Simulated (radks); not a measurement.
The numbers below are computed, except where a source is named.
Charge is removed step by step from the 6s1/2 level of the thallium ion Tl+, starting from [Hg]. Level of theory: Dirac Kohn-Sham, LDA (Slater exchange, Perdew-Wang correlation), spin-unpolarised, spherical densities, finite nucleus; Fermi nuclear charge, rms radius 5.4759 fm (a radial shooting solver on a logarithmic mesh with Libxc functionals).

| removed (e) | E - E(0) (eV) | eigenvalue (eV) | E minus straight line (eV) |
|---|---|---|---|
| 0 | 0.000 | -16.677 | 0.000 |
| 0.125 | 2.154 | -17.782 | -0.495 |
| 0.25 | 4.446 | -18.898 | -0.851 |
| 0.375 | 6.878 | -20.024 | -1.066 |
| 0.5 | 9.452 | -21.161 | -1.141 |
| 0.625 | 12.169 | -22.307 | -1.072 |
| 0.75 | 15.030 | -23.462 | -0.860 |
| 0.875 | 18.035 | -24.626 | -0.503 |
| 1 | 21.186 | -25.798 | 0.000 |

Removing the whole electron costs 21.186 eV by Delta-SCF, against 16.677 eV from minus the eigenvalue at the starting occupation. Slater's transition state (half an electron removed) gives 21.161 eV. Integrating minus the eigenvalue over the occupation (Janak's theorem) gives 21.186 eV. The mean slope of the eigenvalue, de/dn, is 9.12 eV per electron. Ionisation energy of Tl+ in the NIST Atomic Spectra Database: 20.428 eV (measured).

Beside tabulated values, note that spin-unpolarised runs miss the spin-polarisation part of the exchange energy of open shells.
